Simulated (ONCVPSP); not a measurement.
## Configuration tests for Tl (Z = 81) (ONCV)

Tl, optimised norm-conserving Vanderbilt (ONCV), made with ONCVPSP 4.0.1 (Wu-Cohen, scalar-relativistic). Core [Xe] 4f14, reference 5d10 6s2 6p1. Waves: 6s: rc 1.75 bohr, ncon 5, nbas 9, qcut 3.5 1/bohr, 2 projectors, debl 1.9 Ha; 6p: rc 2.90 bohr, ncon 4, nbas 7, qcut 2.6 1/bohr, 3 projectors, debl 1.7 Ha; 5d: rc 1.80 bohr, ncon 4, nbas 8, qcut 8.2 1/bohr, 3 projectors, debl 2.9 Ha. Local part: polynomial inside 1.45 bohr (lpopt 5, dvloc0 2 Ha). Core correction: none.

Energies are relative to the spin-unpolarised reference configuration 5d10 6s2 6p1; without spin polarisation the order of configurations can differ from experiment. Not all tests gave a result: 1 of 4 tests not solved or not reliable.

```json
{"valence configuration": "5d10 6s2 6p0", "charge": "+1", "ΔE all-electron (eV)": "5.129", "error AE − PS (meV)": "-5.1"}
{"valence configuration": "5d10 6s1 6p0", "charge": "+2", "ΔE all-electron (eV)": "25.994", "error AE − PS (meV)": "-24"}
{"valence configuration": "5d10 6s2 6p0.5", "charge": "+0.5", "ΔE all-electron (eV)": "1.834", "error AE − PS (meV)": "-1.3"}
```

Levels in the configuration 5d10 6s1 6p0:

```
level  all-electron (eV)  pseudo (eV)
   5d            -33.198      -33.162
   6s            -25.445      -25.458
```

Note: ghosts flagged at negative energy: s at -74.7 eV; GHOST(+) flagged for p at 117.8 eV, s at 452.1 eV. A true bound ghost makes a file unfit for plane-wave use.
